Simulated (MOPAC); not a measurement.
MOPAC input (PM3):

```
PM3 FORCE THERMO(298,298) PRECISE LET GEO-OK AUX(PRECISION=9) THREADS=1
C2H6F2Ge

C     1.66637789 1   -0.95610332 1   -0.21785812 1
Ge   -0.00117331 1    0.04057913 1    0.00714834 1
C    -1.60822197 1   -1.06482306 1   -0.13477001 1
F     0.01017772 1    0.85753449 1    1.52570774 1
F    -0.07284356 1    1.32105213 1   -1.14562365 1
H     1.68773208 1   -1.42411985 1   -1.20201378 1
H     2.51518667 1   -0.27830226 1   -0.12698983 1
H     1.74265103 1   -1.72758930 1    0.54830315 1
H    -2.49440313 1   -0.44466542 1    0.00035196 1
H    -1.64847364 1   -1.53473907 1   -1.11744516 1
H    -1.59416276 1   -1.83851285 1    0.63286362 1
```

From the output:

```
     H   11   0.000844   0.005204   0.565585   0.563867   5.732971

          HEAT OF FORMATION =    -159.367201 KCALS/MOLE

          ZERO POINT ENERGY      49.463 KCAL/MOL

           NORMAL COORDINATE ANALYSIS (Total motion = 1 Angstrom)

   Root No.       1         2         3         4         5         6         7         8

                 1 B1      1 A2      1 A1      2 A2      2 B1      1 B2      2 A1      3 A1

                  25.6      36.9     163.5     180.0     186.1     211.0     241.2     592.1

           1   -0.0000   -0.0000    0.0087   -0.0000    0.0000    0.0346   -0.0376    0.1347
           2    0.0000    0.0000    0.0877   -0.0000   -0.0000   -0.0568   -0.0080    0.0031
           3    0.0062    0.0054   -0.0000    0.0775   -0.0738   -0.0000   -0.0000    0.0000
           4   -0.0000    0.0000    0.0103   -0.0000   -0.0000    0.0455   -0.0465   -0.0115
           5    0.0000    0.0000   -0.0158   -0.0000    0.0000    0.0296    0.0714    0.0176
           6    0.0003    0.0000    0.0000   -0.0000    0.0363    0.0000   -0.0000   -0.0000
           7   -0.0000    0.0000   -0.0838    0.0000    0.0000   -0.0380    0.0226   -0.0573
           8    0.0000   -0.0000    0.0275   -0.0000   -0.0000    0.0547    0.0312   -0.1219
           9    0.0062   -0.0054   -0.0000   -0.0775   -0.0738   -0.0000    0.0000    0.0000
          10    0.0041    0.0040    0.0120   -0.0720    0.0274   -0.0842    0.0938   -0.0078
          11   -0.0064    0.0026   -0.0184   -0.0469   -0.0420   -0.0548   -0.1440    0.0120
          12   -0.0057    0.0000   -0.0039   -0.0000   -0.0061   -0.0000   -0.1887   -0.0156
          13   -0.0041   -0.0040    0.0120    0.0720   -0.0274   -0.0842    0.0937   -0.0078
          14    0.0064   -0.0026   -0.0184    0.0469    0.0420   -0.0548   -0.1439    0.0120
          15   -0.0057   -0.0000    0.0039    0.0000   -0.0061   -0.0000    0.1888    0.0156
          16   -0.0017   -0.0040    0.0454   -0.0562    0.0706    0.0040   -0.0650    0.1067
          17   -0.1397    0.1413    0.1156    0.0005    0.0002   -0.0835   -0.0247   -0.0022
          18   -0.0735    0.0885    0.0003    0.1024   -0.1043   -0.0011    0.0011    0.0026
          19   -0.0000    0.0000   -0.0644   -0.0000    0.0000    0.1101    0.0048    0.1200
          20    0.0000   -0.0000    0.1149   -0.0000   -0.0000   -0.0843   -0.0241    0.0032
          21    0.1684   -0.1563   -0.0000    0.1030   -0.1056    0.0000   -0.0000    0.0000
          22    0.0017    0.0040    0.0454    0.0561   -0.0706    0.0039   -0.0650    0.1067
          23    0.1397   -0.1413    0.1156   -0.0006   -0.0002   -0.0835   -0.0247   -0.0021
          24   -0.0735    0.0885   -0.0003    0.1024   -0.1043    0.0010   -0.0012   -0.0026
          25   -0.0000   -0.0000   -0.0791    0.0000    0.0000   -0.0326    0.0201   -0.0515
          26    0.0000    0.0000    0.1054    0.0000   -0.0000    0.1348   -0.0142   -0.1085
          27    0.1684    0.1563   -0.0000   -0.1030   -0.1056   -0.0000    0.0000    0.0000
          28    0.1285    0.1276   -0.1241   -0.0222   -0.0287   -0.0747    0.0489   -0.0412
          29   -0.0549   -0.0608    0.0052   -0.0516   -0.0645    0.0374    0.0495   -0.0985
          30   -0.0735   -0.0885    0.0002   -0.1024   -0.1043    0.0010    0.0011    0.0026
          31   -0.1284   -0.1276   -0.1241    0.0222    0.0287   -0.0748    0.0489   -0.0412
          32    0.0549    0.0608    0.0052    0.0516    0.0645    0.0373    0.0495   -0.0985
          33   -0.0736   -0.0886   -0.0003   -0.1024   -0.1043   -0.0011   -0.0011   -0.0026

   Root No.       9        10        11        12        13        14        15        16

                 2 B2      4 A1      3 B1      3 B2      3 A2      4 B1      5 A1      4 B2

                 596.7     766.2     767.9     851.3     863.0     873.6     885.7    1304.5

           1    0.1479   -0.0225    0.0000   -0.0016   -0.0000   -0.0000    0.0004   -0.0286
           2   -0.0039   -0.0182   -0.0000    0.0330    0.0000    0.0000   -0.0359    0.0005
           3    0.0000   -0.0001   -0.0234   -0.0000    0.0362    0.0360    0.0000   -0.0000
           4   -0.0375    0.0444    0.0000   -0.0034   -0.0000    0.0000   -0.0038   -0.0022
           5   -0.0244   -0.0681   -0.0000   -0.0022   -0.0000   -0.0000    0.0059   -0.0014
           6   -0.0000    0.0000   -0.0733   -0.0000   -0.0000   -0.0108   -0.0000   -0.0000
           7    0.0562    0.0258   -0.0000    0.0295    0.0000   -0.0000    0.0327   -0.0111
           8    0.1369    0.0132    0.0000   -0.0148   -0.0000    0.0000   -0.0149   -0.0263
           9    0.0000   -0.0000   -0.0234    0.0000   -0.0362    0.0360    0.0000    0.0000
          10   -0.0047   -0.0842    0.0667    0.0022   -0.0029    0.0015    0.0009    0.0003
          11   -0.0030    0.1293   -0.1024    0.0015   -0.0019   -0.0023   -0.0013    0.0002
          12    0.0000   -0.2088    0.1508   -0.0000   -0.0000    0.0068    0.0032    0.0000
          13   -0.0047   -0.0842   -0.0667    0.0022    0.0029   -0.0015    0.0009    0.0003
          14   -0.0030    0.1293    0.1024    0.0015    0.0019    0.0023   -0.0013    0.0002
          15    0.0000    0.2088    0.1507   -0.0000    0.0000    0.0068   -0.0032    0.0000
          16    0.1095    0.0326   -0.1066   -0.1100    0.1914    0.1878    0.1050    0.1451
          17   -0.0073    0.0166    0.0008   -0.0589   -0.0028   -0.0033    0.0564    0.0278
          18    0.0058   -0.0003    0.0244   -0.0033   -0.0537   -0.0528    0.0045   -0.0471
          19    0.1042   -0.0967   -0.0000    0.2067    0.0000    0.0000   -0.2131    0.1498
          20    0.0039    0.0131   -0.0000   -0.0500   -0.0000   -0.0000    0.0484   -0.0555
          21    0.0000   -0.0001    0.0273    0.0001   -0.0627   -0.0611   -0.0001    0.0000
          22    0.1095    0.0325    0.1065   -0.1100   -0.1914   -0.1877    0.1050    0.1451
          23   -0.0073    0.0166   -0.0009   -0.0589    0.0028    0.0033    0.0564    0.0278
          24   -0.0058    0.0001    0.0245    0.0033   -0.0538   -0.0529   -0.0044    0.0472
          25    0.0457    0.0271   -0.0000    0.0378   -0.0000    0.0000    0.0419    0.0098
          26    0.0938    0.0937    0.0000    0.2093    0.0000   -0.0000    0.2145    0.1594
          27    0.0000    0.0000    0.0273   -0.0000    0.0627   -0.0611   -0.0000   -0.0000
          28    0.0376   -0.0283    0.0423   -0.0983    0.0748   -0.0728   -0.0940    0.0840
          29    0.1031   -0.0231    0.0978   -0.0768    0.1762   -0.1731   -0.0732    0.1215
          30   -0.0058   -0.0002    0.0244    0.0033    0.0537   -0.0528    0.0044    0.0472
          31    0.0376   -0.0284   -0.0423   -0.0983   -0.0748    0.0729   -0.0940    0.0841
          32    0.1031   -0.0231   -0.0978   -0.0768   -0.1762    0.1731   -0.0732    0.1215
          33    0.0058    0.0001    0.0244   -0.0033    0.0537   -0.0528   -0.0045   -0.0472

   Root No.      17        18        19        20        21        22        23        24

                 6 A1      5 B2      7 A1      5 B1      4 A2      6 B2      8 A1      5 A2

                1325.9    1390.5    1391.3    1395.1    1395.3    3166.6    3166.9    3167.9

           1    0.0306    0.0002    0.0000    0.0000   -0.0000    0.0001   -0.0001   -0.0000
           2    0.0001   -0.0217   -0.0216   -0.0000    0.0000   -0.0259    0.0260    0.0000
           3    0.0000    0.0000    0.0000   -0.0214    0.0214    0.0000   -0.0000    0.0290
           4    0.0007   -0.0002    0.0002    0.0000    0.0000   -0.0001   -0.0001    0.0000
           5   -0.0010   -0.0001   -0.0003   -0.0000    0.0000   -0.0000    0.0001    0.0000
           6    0.0000   -0.0000    0.0000   -0.0004    0.0000    0.0000   -0.0000   -0.0000
           7   -0.0124   -0.0197    0.0198    0.0000    0.0000   -0.0237   -0.0237    0.0000
           8   -0.0279    0.0090   -0.0087   -0.0000   -0.0000    0.0106    0.0106   -0.0000
           9   -0.0000   -0.0000    0.0000   -0.0214   -0.0214   -0.0000   -0.0000   -0.0290
          10   -0.0001    0.0000   -0.0000    0.0000   -0.0000   -0.0000    0.0000   -0.0000
          11    0.0002    0.0000    0.0001   -0.0000   -0.0000   -0.0000   -0.0000   -0.0000
          12    0.0001   -0.0000   -0.0000    0.0001   -0.0000   -0.0000    0.0000   -0.0000
          13   -0.0001    0.0000   -0.0000   -0.0000    0.0000   -0.0000    0.0000    0.0000
          14    0.0002    0.0000    0.0001    0.0000    0.0000   -0.0000   -0.0000    0.0000
          15   -0.0001   -0.0000    0.0000    0.0001   -0.0000   -0.0000   -0.0000    0.0000
          16   -0.1464   -0.0411   -0.0400    0.0681   -0.0681   -0.0414    0.0415   -0.0800
          17   -0.0277    0.1544    0.1542    0.1097   -0.1098    0.0467   -0.0468    0.1127
          18    0.0484    0.1116    0.1110    0.0255   -0.0255   -0.1015    0.1016   -0.1824
          19   -0.1453    0.0797    0.0811   -0.0001    0.0001    0.0820   -0.0817   -0.0000
          20    0.0550   -0.0381   -0.0386    0.0000   -0.0000    0.2209   -0.2206    0.0000
          21   -0.0001    0.0000    0.0000    0.2151   -0.2151   -0.0000    0.0000    0.0133
          22   -0.1464   -0.0410   -0.0399   -0.0681    0.0682   -0.0415    0.0416    0.0801
          23   -0.0277    0.1544    0.1542   -0.1097    0.1098    0.0468   -0.0468   -0.1127
          24   -0.0484   -0.1117   -0.1111    0.0255   -0.0255    0.1015   -0.1016   -0.1823
          25    0.0084   -0.0026    0.0025   -0.0001   -0.0001    0.2352    0.2348    0.0000
          26    0.1551    0.0883   -0.0898    0.0000    0.0000   -0.0143   -0.0144   -0.0000
          27   -0.0000   -0.0000    0.0000    0.2151    0.2151    0.0001    0.0001   -0.0133
          28    0.0845    0.1247   -0.1249   -0.1279   -0.1280    0.0260    0.0260    0.0707
          29    0.1227   -0.1000    0.0989   -0.0180   -0.0179   -0.0568   -0.0569   -0.1187
          30    0.0484   -0.1116    0.1110    0.0254    0.0255    0.1015    0.1016    0.1824
          31    0.0845    0.1246   -0.1249    0.1279    0.1280    0.0260    0.0261   -0.0708
          32    0.1227   -0.0999    0.0988    0.0180    0.0180   -0.0568   -0.0569    0.1188
          33   -0.0484    0.1117   -0.1111    0.0255    0.0256   -0.1015   -0.1016    0.1823

   Root No.      25        26        27

                 6 B1      7 B2      9 A1

                3168.0    3243.4    3243.7

           1    0.0000   -0.0113    0.0113
           2   -0.0000   -0.0001    0.0002
           3   -0.0290   -0.0000    0.0000
           4    0.0000   -0.0003    0.0001
           5   -0.0000   -0.0002   -0.0002
           6   -0.0002   -0.0000    0.0000
           7    0.0000   -0.0046   -0.0047
           8   -0.0000   -0.0103   -0.0103
           9   -0.0290   -0.0000    0.0000
          10    0.0000    0.0000   -0.0000
          11   -0.0000    0.0000    0.0000
          12    0.0000    0.0000   -0.0000
          13   -0.0000    0.0000   -0.0000
          14    0.0000    0.0000    0.0000
          15    0.0000    0.0000    0.0000
          16    0.0800    0.0493   -0.0495
```
